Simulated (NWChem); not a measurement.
System: CH$_{2}$F$_{4}$Si; SMILES FC[Si](F)(F)F

Excerpt of the output:

```
             Northwest Computational Chemistry Package (NWChem) 7.3.0
             --------------------------------------------------------

                             Geometry "geometry" -> ""
                             -------------------------

 Output coordinates in angstroms (scale by  1.889725989 to convert to a.u.)

  No.       Tag          Charge          X              Y              Z
 ---- ---------------- ---------- -------------- -------------- --------------
    1 F                    9.0000    -0.25939600     2.26574800     0.00000000
    2 C                    6.0000     0.76407500     1.31728100     0.00000000
    3 Si                  14.0000     0.01451300    -0.40210200     0.00000000
    4 F                    9.0000    -0.88770100    -0.64815700     1.28852400
    5 F                    9.0000    -0.88770100    -0.64815700    -1.28852400
    6 F                    9.0000     1.19095800    -1.48024900     0.00000000
    7 H                    1.0000     1.39408400     1.47114200     0.88589500
    8 H                    1.0000     1.39408400     1.47114200    -0.88589500

 Effective nuclear repulsion energy (a.u.)     336.7966044750

                              NWChem Property Module
                              ----------------------

  itol2e modified to match energy
  convergence criterion.

                                 NWChem DFT Module
                                 -----------------

 Summary of "ao basis" -> "ao basis" (spherical)
 ------------------------------------------------------------------------------
       Tag                 Description            Shells   Functions and Types
 ---------------- ------------------------------  ------  ---------------------
 F                          pcsseg-1                 7       17   3s3p1d
 C                          pcsseg-1                 7       17   3s3p1d
 Si                         pcsseg-1                10       24   4s5p1d
 H                          pcsseg-1                 3        5   2s1p

  itol2e modified to match energy
  convergence criterion.

            General Information
            -------------------
          SCF calculation type: DFT
          Wavefunction type:  closed shell.
          No. of atoms     :     8
          No. of electrons :    58
           Alpha electrons :    29
            Beta electrons :    29
          Charge           :     0
          Spin multiplicity:     1
          Use of symmetry is: off; symmetry adaption is: off
          Maximum number of iterations: 150
          AO basis - number of functions:   119
                     number of shells:    51
          Convergence on energy requested:  1.00D-07
          Convergence on density requested:  1.00D-05
          Convergence on gradient requested:  5.00D-04

              XC Information
              --------------
                        BHLYP Method XC Functional
                     Hartree-Fock (Exact) Exchange  0.500
                        Slater Exchange Functional  0.500 local
                    Becke 1988 Exchange Functional  0.500 non-local
              Lee-Yang-Parr Correlation Functional  1.000

             Grid Information
             ----------------
          Grid used for XC integration:  fine
          Radial quadrature: Mura-Knowles
          Angular quadrature: Lebedev.
          Tag              B.-S. Rad. Rad. Pts. Rad. Cut. Ang. Pts.
          ---              ---------- --------- --------- ---------
          F                   0.50       70          11.0       590
          C                   0.70       70           8.0       590
          Si                  1.10      123           9.0       770
          H                   0.35       60          10.0       590
          Grid pruning is: on
          Number of quadrature shells:   593
          Spatial weights used:  Erf1

      Superposition of Atomic Density Guess
      -------------------------------------

 Sum of atomic energies:        -724.92545381

      Non-variational initial energy
      ------------------------------

 Total energy =    -726.365840
 1-e energy   =   -1678.995766
 2-e energy   =     615.833322
 HOMO         =      -0.387781
 LUMO         =       0.052506

   convergence    iter        energy       DeltaE   RMS-Dens  Diis-err
 ---------------- ----- ----------------- --------- --------- ---------
 d= 0,ls=0.0,diis     1   -728.0177805144 -1.06D+03  8.41D-03  1.32D+00
 d= 0,ls=0.0,diis     2   -728.0429128150 -2.51D-02  3.70D-03  1.34D+00
 d= 0,ls=0.0,diis     3   -728.1445750883 -1.02D-01  4.87D-04  1.66D-02
 d= 0,ls=0.0,diis     4   -728.1456352366 -1.06D-03  1.44D-04  9.75D-04
 d= 0,ls=0.0,diis     5   -728.1457060446 -7.08D-05  3.57D-05  1.04D-04
  Resetting Diis
 d= 0,ls=0.0,diis     6   -728.1457135533 -7.51D-06  1.17D-05  6.77D-06
 d= 0,ls=0.0,diis     7   -728.1457140467 -4.93D-07  4.59D-06  3.82D-07
 d= 0,ls=0.0,diis     8   -728.1457140619 -1.52D-08  1.82D-06  3.10D-07

         Total DFT energy =     -728.145714061874
      One electron energy =    -1681.511883791619
           Coulomb energy =      685.577307100349
    Exchange-Corr. energy =      -69.007741845601
 Nuclear repulsion energy =      336.796604474998

 Numeric. integr. density =       58.000000278556

                       DFT Final Molecular Orbital Analysis
                       ------------------------------------

 Vector   27  Occ=2.000000D+00  E=-5.334753D-01
              MO Center= -2.8D-01, -8.8D-01, -1.5D-09, r^2= 2.7D+00
   Bfn.  Coefficient  Atom+Function         Bfn.  Coefficient  Atom+Function
  ----- ------------  ---------------      ----- ------------  ---------------
   101      0.274659  6 F  pz               104      0.258200  6 F  pz
    65     -0.240725  4 F  px                82      0.240725  5 F  px
    68     -0.225403  4 F  px                85      0.225403  5 F  px
    67     -0.159367  4 F  pz                84     -0.159367  5 F  pz
    70     -0.148039  4 F  pz                87     -0.148039  5 F  pz

 Vector   28  Occ=2.000000D+00  E=-4.580992D-01
              MO Center=  4.2D-01,  1.8D+00,  1.7D-10, r^2= 1.7D+00
   Bfn.  Coefficient  Atom+Function         Bfn.  Coefficient  Atom+Function
  ----- ------------  ---------------      ----- ------------  ---------------
     9      0.373798  1 F  pz                12      0.370719  1 F  pz
   110     -0.266494  7 H  s                115      0.266494  8 H  s
    26     -0.236284  2 C  pz                 6      0.202372  1 F  pz
    29     -0.133165  2 C  pz                23     -0.116383  2 C  pz
   111     -0.087227  7 H  s                116      0.087227  8 H  s

 Vector   29  Occ=2.000000D+00  E=-4.223188D-01
              MO Center=  3.2D-01,  1.2D+00, -2.9D-10, r^2= 2.3D+00
   Bfn.  Coefficient  Atom+Function         Bfn.  Coefficient  Atom+Function
  ----- ------------  ---------------      ----- ------------  ---------------
    11      0.249647  1 F  py                37      0.250694  3 Si s
     8      0.241302  1 F  py                25     -0.231193  2 C  py
    49      0.221797  3 Si py                 7      0.183285  1 F  px
    10      0.182005  1 F  px                24     -0.169359  2 C  px
    28     -0.160563  2 C  py               110     -0.152114  7 H  s

 Vector   30  Occ=0.000000D+00  E= 5.143573D-02
              MO Center=  2.2D-01,  8.9D-01,  2.1D-10, r^2= 4.7D+00
   Bfn.  Coefficient  Atom+Function         Bfn.  Coefficient  Atom+Function
  ----- ------------  ---------------      ----- ------------  ---------------
    20      0.950329  2 C  s                 38     -0.696151  3 Si s
   111     -0.692813  7 H  s                116     -0.692813  8 H  s
    27      0.501567  2 C  px                51      0.336268  3 Si px
    28     -0.333690  2 C  py                 3      0.324201  1 F  s
    61      0.272632  4 F  s                 78      0.272632  5 F  s

 Vector   31  Occ=0.000000D+00  E= 5.839979D-02
              MO Center=  9.9D-01,  1.9D-01, -2.9D-09, r^2= 4.2D+00
   Bfn.  Coefficient  Atom+Function         Bfn.  Coefficient  Atom+Function
  ----- ------------  ---------------      ----- ------------  ---------------
    20      1.085168  2 C  s                 38     -0.715769  3 Si s
   111     -0.489243  7 H  s                116     -0.489243  8 H  s
    51     -0.457750  3 Si px                95      0.422557  6 F  s
     3     -0.342540  1 F  s                 28      0.277164  2 C  py
    52      0.249830  3 Si py                19      0.176537  2 C  s

 Vector   32  Occ=0.000000D+00  E= 1.019497D-01
              MO Center=  4.8D-01,  2.1D-01, -9.0D-09, r^2= 4.4D+00
   Bfn.  Coefficient  Atom+Function         Bfn.  Coefficient  Atom+Function
  ----- ------------  ---------------      ----- ------------  ---------------
    53      0.905127  3 Si pz               111     -0.900828  7 H  s
   116      0.900828  8 H  s                 29      0.583437  2 C  pz
    61     -0.341186  4 F  s                 78      0.341186  5 F  s
    50      0.317949  3 Si pz               110     -0.185237  7 H  s
   115      0.185237  8 H  s                104     -0.167508  6 F  pz

     Multipole analysis of the density
     ---------------------------------

     L   x y z        total         alpha         beta         nuclear
     -   - - -        -----         -----         ----         -------
     0   0 0 0     -0.000000    -29.000000    -29.000000     58.000000

     1   1 0 0      0.876182      0.455816      0.455816     -0.035451
     1   0 1 0      0.235375     -0.467378     -0.467378      1.170132
     1   0 0 1     -0.000000     -0.000000     -0.000000      0.000000

     2   2 0 0    -28.537071    -76.669301    -76.669301    124.801531
     2   1 1 0      2.740623      2.691623      2.691623     -2.642624
     2   1 0 1      0.000000      0.000000      0.000000      0.000000
     2   0 2 0    -32.063387   -177.601270   -177.601270    323.139153
     2   0 1 1     -0.000000     -0.000000     -0.000000      0.000000
     2   0 0 2    -29.443628    -70.885574    -70.885574    112.327520

          -----------------------
          Electric field gradient
          -----------------------

 1 a.u. = 0.324123 10**(16) esu/cm**3  ( or statvolts/cm**2 ) = 0.97174 10**(22) v/m**2

[...]

          -----------------------------------------
          Chemical Shielding Tensors (GIAO, in ppm)
          -----------------------------------------

                                NWChem CPHF Module
                                ------------------

  scftype          =     RHF
  nclosed          =       29
  nopen            =        0
  variables        =     2610
  # of vectors     =        3
  tolerance        = 0.10D-03
  level shift      = 0.00D+00
  max iterations   =       50
  max subspace     =       30

 SCF residual:    9.1128892405269269E-005

Iterative solution of linear equations
  No. of variables     2610
  No. of equations        3
  Maximum subspace       30
        Iterations       50
       Convergence  1.0D-04

   iter   nsub   residual    time
   ----  ------  --------  ---------
     1      3    7.39D-01      26.6
     2      6    4.21D-02      29.1
     3      9    5.21D-03      31.5
     4     12    9.36D-04      34.0
     5     15    7.50D-05      36.5

      Atom:    1  F
        Diamagnetic
    478.2687    -12.8020     -0.0000
    -12.8020    479.6825      0.0000
     -0.0000      0.0000    460.4571

        Paramagnetic
    -12.8359     29.7020      0.0000
     29.7020     -7.4084      0.0000
      0.0000      0.0000     73.5225

        Total Shielding Tensor
    465.4328     16.9000      0.0000
     16.9000    472.2741      0.0000
      0.0000      0.0000    533.9795

           isotropic =     490.5622
          anisotropy =      65.1261

          Principal Components and Axis System
                 1           2           3
              533.9795    486.0962    451.6108

      1         0.0000      0.6331      0.7741
      2         0.0000      0.7741     -0.6331
      3         1.0000     -0.0000     -0.0000

      Atom:    2  C
        Diamagnetic
    251.5100     -6.1810      0.0000
     -6.1810    256.5976     -0.0000
      0.0000     -0.0000    242.8795

        Paramagnetic
   -119.8390    -42.4932     -0.0000
    -42.4932   -120.5404     -0.0000
     -0.0000     -0.0000   -168.4524

        Total Shielding Tensor
    131.6709    -48.6741     -0.0000
    -48.6741    136.0572     -0.0000
     -0.0000     -0.0000     74.4271

           isotropic =     114.0518
          anisotropy =     102.8037

          Principal Components and Axis System
                 1           2           3
              182.5876     85.1406     74.4271

      1        -0.6910      0.7228      0.0000
      2         0.7228      0.6910      0.0000
      3         0.0000     -0.0000      1.0000

      Atom:    3  Si
        Diamagnetic
    877.3390     -1.5300     -0.0000
     -1.5300    877.4935     -0.0000
     -0.0000     -0.0000    877.4614

        Paramagnetic
   -475.5300     27.9133     -0.0000
     27.9133   -433.7405      0.0000
     -0.0000      0.0000   -439.6407

        Total Shielding Tensor
    401.8090     26.3833     -0.0000
     26.3833    443.7530      0.0000
     -0.0000      0.0000    437.8206

           isotropic =     427.7942
          anisotropy =      43.0349

          Principal Components and Axis System
                 1           2           3
              456.4842    437.8206    389.0778

      1         0.4346     -0.0000      0.9006
      2         0.9006      0.0000     -0.4346
      3         0.0000      1.0000      0.0000

      Atom:    4  F
        Diamagnetic
    469.6375      2.6686    -14.0248
      2.6686    461.4868     -4.1455
    -14.0248     -4.1455    479.9565

        Paramagnetic
   -134.0133     13.4565    -29.3043
     13.4565   -169.8244    -21.5362
    -29.3043    -21.5362   -100.1362

        Total Shielding Tensor
    335.6242     16.1251    -43.3291
     16.1251    291.6625    -25.6818
    -43.3291    -25.6818    379.8203

           isotropic =     335.7023
          anisotropy =     117.2725

          Principal Components and Axis System
                 1           2           3
              413.8840    309.0877    284.1353

      1        -0.5076      0.8506     -0.1369
      2        -0.2408      0.0125      0.9705
      3         0.8272      0.5256      0.1985

      Atom:    5  F
        Diamagnetic
    476.8670    -15.1347     -0.0000
    -15.1347    475.0312      0.0000
     -0.0000      0.0000    460.7677

        Paramagnetic
   -137.0356    -47.4201     -0.0000
    -47.4201   -117.3100     -0.0000
     -0.0000     -0.0000   -147.7440

        Total Shielding Tensor
    339.8314    -62.5549     -0.0000
    -62.5549    357.7212     -0.0000
     -0.0000     -0.0000    313.0237

           isotropic =     336.8588
          anisotropy =     112.6630

          Principal Components and Axis System
                 1           2           3
              411.9675    313.0237    285.5852

      1        -0.6552     -0.0000      0.7555
      2         0.7555     -0.0000      0.6552
      3        -0.0000      1.0000      0.0000

      Atom:    6  H
        Diamagnetic
     30.4787      1.4634      8.7763
      1.4634     25.9309      2.1347
      8.7763      2.1347     30.9986

        Paramagnetic
     -1.0308     -2.2807     -5.8069
     -2.2807      0.9012     -2.0430
     -5.8069     -2.0430     -6.0546

        Total Shielding Tensor
     29.4479     -0.8173      2.9694
     -0.8173     26.8321      0.0917
      2.9694      0.0917     24.9440

           isotropic =      27.0747
          anisotropy =       5.9435

          Principal Components and Axis System
                 1           2           3
               31.0370     26.7769     23.4101

      1         0.8878      0.0874     -0.4518
      2        -0.1632      0.9778     -0.1315
      3         0.4302      0.1905      0.8824
```

Level: BHandHLYP/pcSseg-1, GIAO. Structure relaxed at the B3LYP/6-31G* (spherical d) level. NWChem prints the field gradient with the sign opposite to the second derivative of the potential. The output numbers the shielded atoms by their place in the input's list. The printed shielding anisotropy is the first printed principal value minus the mean of the other two.

Q: Write an input that gives this output.

A: Several could match; the one computed here: the input that was run:
```
start job
memory heap 200 mb stack 900 mb global 1100 mb
geometry units angstroms noautosym nocenter noautoz
  F     -0.259396     2.265748     0.000000
  C      0.764075     1.317281     0.000000
  Si     0.014513    -0.402102     0.000000
  F     -0.887701    -0.648157     1.288524
  F     -0.887701    -0.648157    -1.288524
  F      1.190958    -1.480249     0.000000
  H      1.394084     1.471142     0.885895
  H      1.394084     1.471142    -0.885895
end
basis spherical
  F library pcsseg-1
  C library pcsseg-1
  Si library pcsseg-1
  H library pcsseg-1
end
dft
  xc bhlyp
  iterations 150
end
property
  shielding 6 1 2 3 4 6 7
  efieldgrad
end
task dft property
```
